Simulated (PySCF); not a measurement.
Job file and geometry (Å, from PBE0-D3(BJ)/def2-SVP) of a spin–spin coupling run on Ge(NMe2)H3, C2H9GeN, PBE/pcJ-1 Ge:pcSseg-1 indirect spin-spin coupling, non-relativistic, gas phase (PySCF); density fitting, a coarse starting grid and PySCF grid level 2 are the driver's defaults:

```
$ OMP_NUM_THREADS=1 python probes_run.py task.json out

{"job": {"kind": "j", "xc": "PBE", "basis": "pcJ-1"}, "charge": 0, "multiplicity": 1}
Ge    -0.025775    -0.051384    -1.694887
N      0.142533     0.242573     0.109881
C      1.081800    -0.546352     0.862117
C     -1.019176     0.638815     0.861477
H      1.417644     0.005685     1.760121
H      1.978991    -0.763783     0.261555
H      0.671599    -1.517844     1.215125
H     -1.668835     1.293771     0.260119
H     -1.638637    -0.214823     1.213760
H     -0.720361     1.211038     1.759714
H      1.399748    -0.130074    -2.268997
H     -0.808091     1.142122    -2.271174
H     -0.780789    -1.361856    -2.046610
```

Q: Write the output of this run.

A: 
```
coarse grid: 45144 points
cycle   1  E = -2212.5354730501  dE = -5.718e-01  |g| = 1.165e+00  |ddm| = 2.862e+00
cycle   2  E = -2212.2446111094  dE =  2.909e-01  |g| = 1.662e+00  |ddm| = 2.031e+00
cycle   3  E = -2212.6112903166  dE = -3.667e-01  |g| = 4.481e-01  |ddm| = 1.810e+00
cycle   4  E = -2212.6538511451  dE = -4.256e-02  |g| = 1.075e-01  |ddm| = 4.439e-01
cycle   5  E = -2212.6555063704  dE = -1.655e-03  |g| = 2.969e-02  |ddm| = 1.127e-01
cycle   6  E = -2212.6557192010  dE = -2.128e-04  |g| = 5.941e-03  |ddm| = 3.307e-02
cycle   7  E = -2212.6557251011  dE = -5.900e-06  |g| = 1.862e-03  |ddm| = 5.406e-03
final grid: 94800 points
cycle   8  E = -2212.6556856607  dE =  7.223e-07  |g| = 2.742e-03  |ddm| = 4.937e-03
cycle   9  E = -2212.6556835910  dE =  2.070e-06  |g| = 4.252e-03  |ddm| = 6.254e-03
cycle  10  E = -2212.6556873083  dE = -3.717e-06  |g| = 4.516e-04  |ddm| = 3.721e-03
cycle  11  E = -2212.6556873520  dE = -4.370e-08  |g| = 1.365e-04  |ddm| = 5.000e-04
cycle  12  E = -2212.6556873557  dE = -3.766e-09  |g| = 9.344e-06  |ddm| = 1.442e-04
cycle  13  E = -2212.6556873558  dE = -2.228e-11  |g| = 2.442e-06  |ddm| = 9.467e-06
converged SCF energy = -2212.6556873558

Indirect spin-spin couplings (Hz)
  i      j    bonds     total        FC       PSO       DSO        SD
  1 N    2 C    1     -4.539    -4.364     0.449    -0.129    -0.494
  1 N    3 C    1     -4.498    -4.317     0.445    -0.129    -0.496
  1 N    4 H    2     -2.351    -2.088    -0.215    -0.037    -0.010
  1 N    5 H    2     -1.960    -1.724    -0.149    -0.064    -0.023
  1 N    6 H    2      0.411     0.668    -0.245    -0.017     0.004
  1 N    7 H    2     -1.977    -1.740    -0.150    -0.065    -0.023
  1 N    8 H    2      0.417     0.676    -0.246    -0.017     0.004
  1 N    9 H    2     -2.316    -2.053    -0.216    -0.038    -0.010
  1 N   10 H    2     -6.928    -7.153     0.001     0.199     0.026
  1 N   11 H    2     -7.040    -7.265     0.001     0.199     0.026
  1 N   12 H    2     -0.104    -0.306    -0.111     0.292     0.022
  2 C    3 C    2      0.713     0.988    -0.271    -0.004         -
  2 C    4 H    1    128.335   126.865     0.644     0.826         -
  2 C    5 H    1    125.343   123.760     0.697     0.886         -
  2 C    6 H    1    124.527   123.010     0.660     0.857         -
  2 C    7 H    3     12.658    12.663     0.498    -0.503         -
  2 C    8 H    3      1.789     1.748     0.046    -0.005         -
  2 C    9 H    3      2.520     2.488    -0.002     0.034         -
  2 C   10 H    3      0.686     0.688    -0.002    -0.001         -
  2 C   11 H    3      6.269     6.747     0.303    -0.781         -
  2 C   12 H    3     -1.002    -0.820     0.106    -0.289         -
  3 C    4 H    3      2.531     2.499    -0.002     0.034         -
  3 C    5 H    3     12.673    12.678     0.498    -0.503         -
  3 C    6 H    3      1.791     1.750     0.046    -0.005         -
  3 C    7 H    1    125.386   123.802     0.697     0.887         -
  3 C    8 H    1    124.504   122.987     0.659     0.858         -
  3 C    9 H    1    128.388   126.919     0.642     0.827         -
  3 C   10 H    3      6.308     6.788     0.304    -0.784         -
  3 C   11 H    3      0.631     0.636     0.000    -0.006         -
  3 C   12 H    3     -0.967    -0.790     0.103    -0.280         -
  4 H    5 H    2    -13.364   -13.756     2.315    -1.922         -
  4 H    6 H    2     -8.921    -9.257     2.294    -1.957         -
  4 H    7 H    4      0.161     0.119     1.565    -1.523         -
  4 H    8 H    4      1.495     1.416     0.656    -0.577         -
  4 H    9 H    4      0.539     0.324    -1.305     1.520         -
  4 H   11 H    4      0.888     1.758     1.132    -2.002         -
  4 H   12 H    4      0.498     1.185     1.270    -1.957         -
  5 H    6 H    2    -10.457   -10.945     2.337    -1.850         -
  5 H    7 H    4      2.339     2.467     1.886    -2.014         -
  5 H    8 H    4     -0.578    -0.583     1.656    -1.651         -
  5 H    9 H    4      0.161     0.119     1.565    -1.523         -
  5 H   10 H    4      0.745    -0.286    -1.226     2.257         -
  5 H   11 H    4     -0.222     1.799     1.008    -3.029         -
  5 H   12 H    4     -0.740     0.046     0.323    -1.109         -
  6 H    7 H    4     -0.576    -0.582     1.656    -1.651         -
  6 H    8 H    4      1.508     1.260    -0.909     1.158         -
  6 H    9 H    4      1.497     1.418     0.654    -0.575         -
  6 H   10 H    4     -0.273     0.050     0.689    -1.012         -
  6 H   11 H    4     -1.574    -0.060     1.204    -2.718         -
  6 H   12 H    4      1.116     1.060    -0.117     0.173         -
  7 H    8 H    2    -10.462   -10.952     2.336    -1.847         -
  7 H    9 H    2    -13.303   -13.697     2.322    -1.928         -
  7 H   10 H    4     -0.239     1.803     1.018    -3.061         -
  7 H   11 H    4      0.731    -0.286    -1.217     2.234         -
  7 H   12 H    4     -0.701     0.056     0.302    -1.059         -
  8 H    9 H    2     -8.939    -9.276     2.295    -1.958         -
  8 H   10 H    4     -1.595    -0.083     1.199    -2.711         -
  8 H   11 H    4     -0.280     0.061     0.703    -1.043         -
  8 H   12 H    4      1.131     1.061    -0.128     0.198         -
  9 H   10 H    4      0.962     1.839     1.139    -2.015         -
  9 H   12 H    4      0.407     1.087     1.270    -1.949         -
 10 H   11 H    2      7.002    10.524     1.157    -4.678         -
 10 H   12 H    2     17.676    20.755     1.029    -4.109         -
 11 H   12 H    2     17.958    21.034     1.029    -4.105         -
```

Size and cost of the density-fitted run: 212 basis functions, 76 s wall time (65 s CPU) on 1 thread of an Intel Xeon, shared host; peak memory 0.75 GiB.
